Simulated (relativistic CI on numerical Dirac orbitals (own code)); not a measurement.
## d1 to d9 in one octahedral field

Computed with a parametric ligand-field model without spin-orbit coupling, by exact diagonalisation: B = 940, C = 4520, 10Dq = 9000 cm⁻¹ (Oh; |10Dq|/B = 9.6) for every shell. Energies in cm⁻¹; the field energy is (0.6 n_e − 0.4 n_t2) × 10Dq of the ground term; g labels are left out.

```tsv
Shell	Ground term	Electrons in e	Field energy	First spin-allowed bands	Lowest term of other spin
d1	2T2	0.000	-3600	2E 9000	
d2	3T1	0.080	-6480	3T2 7843, 3A2 16843	1T2 15192
d3	4A2	0.000	-10800	4T2 9000, 4T1 14904	2E 19840
d4	5E	1.000	-5400	5T2 9000	3T1 16293
d5	6A1	2.000	0	none	4T1 26056
d6	?	?	?	?	?
d7	4T1	2.080	-6480	4T2 7843, 4A2 16843	2E 11565
d8	3A2	2.000	-10800	3T2 9000, 3T1 14904	1E 16016
d9	2E	3.000	-5400	2T2 9000
```

Question: Fill in the row of d6.

Answer: Ground term: 5T2; Electrons in e: 2.000; Field energy: -3600; First spin-allowed bands: 5E 9000; Lowest term of other spin: 3T1 15636. Every shell keeps the spin of the free ion. Only d4 to d7 can choose; the field needed to pair spins is smallest for d6 and largest for d5, which loses most exchange energy. In the strong-field picture 10Dq must exceed about 6B + 5C = 28240 (d4), 7.5B + 5C = 29650 (d5), 2.5B + 4C = 20430 (d6) and 4B + 4C = 21840 (d7); mixing of terms shifts these bounds somewhat. High-spin d^(n+5) repeats the spin-allowed bands of d^n, since the half-filled shell is spherical.
